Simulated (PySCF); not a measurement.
Vertical excitations of a molecule C₂H₄ClFSi₂ from TDA-PBE/def2-SVPD (PySCF), as energy in eV (oscillator strength): 4.84 (0.001), 5.39 (0.022), 5.39 (0.002), 5.64 (0.009), 5.80 (0.000), 6.03 (0.032), 6.20 (0.001), 6.27 (0.000), 6.72 (0.002), 6.79 (0.209). Lowest triplet (TDA): 4.35 eV. Coordinates come from a PBE0-D3(BJ)/def2-SVP optimisation. Other conformers were not sampled.

Q: Which molecule gave these data?
A. F[Si@@H]1[SiH2]C=C1Cl
B. F[SiH2]C#C[SiH2]Cl
C. C#C[SiH2][Si@H](F)Cl
D. C#C[Si@@](F)([SiH3])Cl

A: B, F[SiH2]C#C[SiH2]Cl
